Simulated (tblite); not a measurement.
Species: C7H11N2P.
Cartesian coordinates in Å at the GFN2-xTB level; atoms count from 1:
```xyz
21
C7H11N2P angstrom
C      3.7618    0.1220   -0.7418
C      2.3011    0.1798   -0.3964
C      1.8540    1.0290    0.5992
P      0.2109    1.2043    1.1061
C     -0.5523    0.0416    0.0108
N     -1.9043   -0.1265    0.0948
C     -2.6083   -1.0491   -0.7583
C     -2.6279    0.6473    1.0665
C      0.2164   -0.6805   -0.9126
N      1.5139   -0.6225   -1.1031
H      4.1154    1.0986   -1.0693
H      4.3471   -0.1791    0.1257
H      3.9122   -0.5981   -1.5408
H      2.5771    1.6464    1.1195
H     -2.4853   -0.7853   -1.8135
H     -2.2525   -2.0739   -0.6120
H     -3.6693   -1.0197   -0.5213
H     -2.4961    1.7201    0.8807
H     -2.2589    0.4385    2.0781
H     -3.6879    0.4096    1.0217
H     -0.2760   -1.3855   -1.5724
```

Method: GFN2-xTB as coded in tblite; computed harmonic values from a numerical Hessian at the method's own geometry, unscaled. This tight-binding method is rough: wavenumbers can miss measured ones by several per cent, in bad cases by 10 to 20. The optimisation stopped once no atom felt more than 0.01 eV/Å.

Lowest wavenumbers of the output (negative numbers stand for imaginary wavenumbers):
```
mode    cm-1
  1     -42.9
  2      51.3
  3      61.6
  4      66.8
  5     167.8
  6     199.2
  7     200.0
  8     236.1
  9     315.8
 10     322.7
```

**Question.** Is this structure a minimum?

**Answer.** Not by this Hessian. 1 mode is imaginary beyond 20i (43i cm⁻¹), so at this level the point lies at or near a first-order saddle. The curvature is small, so loose convergence or finite differences may be the whole cause.

**Question.** Which atoms move in the imaginary mode?

**Answer.** 43i: N6 (aniline-type nitrogen) 38 %, C7 (N-methyl carbon) 13 %. These are shares of the mass-weighted motion.

**Question.** What is the remedy?

**Answer.** Step along that mode in both directions, optimise again with tighter thresholds and repeat the frequencies. The zero-point energy of this point (105.0 kcal/mol) counts the 56 real modes alone, and thermal corrections from it aren't those of a minimum.
